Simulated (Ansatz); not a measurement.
A nudged elastic band was laid between two geometries of CH₄SSe (7 atoms, charge 0, multiplicity 1).

All numbers below come from RKS PBE0-D4/def2-SVP in Ansatz.

| Item | Value |
| --- | --- |
| movable images | 5 |
| climbing image | yes |
| spring | 5.0 eV/Å² |
| optimiser | quadratic models (default) |
| start path | straight line |
| force threshold | 0.05 eV/Å |
| iteration limit | 60 |
| end points | relaxed |

Initial state:

```xyz
7
Properties=species:S:1:pos:R:3
S -1.667 -0.206 -0.087
C -0.038 0.174 0.594
Se 1.466 -0.956 0.055
H -1.390 0.151 -1.359
H -0.128 0.024 1.679
H 0.226 1.226 0.429
H 1.531 -0.413 -1.311
```

Final state:

```xyz
7
Properties=species:S:1:pos:R:3
S -1.306 -0.428 -0.688
C 0.009 0.198 0.393
Se 1.510 -1.040 0.428
H -2.082 0.681 -0.645
H -0.326 0.262 1.439
H 0.358 1.187 0.068
H 1.837 -0.859 -0.995
```

What changes between the two ends?

No bond is made or broken. The dihedral H4–S1–C2–H6 goes from 58 to -51°.

What energy profile does the band end with?

The run converged. The highest image is number 3 of 0 to 6, 1.3 kcal/mol above the first end and 0.9 kcal/mol above the last; the last end lies 0.5 kcal/mol above the first. Another band between the same ends (5 images) ends at a top of the same energy, where a vibrational analysis finds 1 clearly imaginary mode.

| image | path coordinate (Å) | energy (kcal/mol) | dihedral H4–S1–C2–H6 (°) |
| --- | --- | --- | --- |
| 0 | 0.00 | 0.0 | 58 |
| 1 | 0.33 | 0.3 | 41 |
| 2 | 0.65 | 1.0 | 21 |
| 3 | 0.98 | 1.3 | 0 |
| 4 | 1.25 | 1.1 | -18 |
| 5 | 1.53 | 0.7 | -35 |
| 6 | 1.81 | 0.5 | -51 |

What is the geometry of the highest image?


```xyz
7
Properties=species:S:1:pos:R:3
S -1.485 -0.474 -0.359
C -0.016 0.152 0.510
Se 1.599 -0.922 0.282
H -1.739 0.651 -1.062
H -0.196 0.143 1.595
H 0.181 1.189 0.211
H 1.656 -0.739 -1.177
```

Run time: 2.4 min on 1 thread of Arm Neoverse V1 (shared host), peak memory 0.17 GiB.
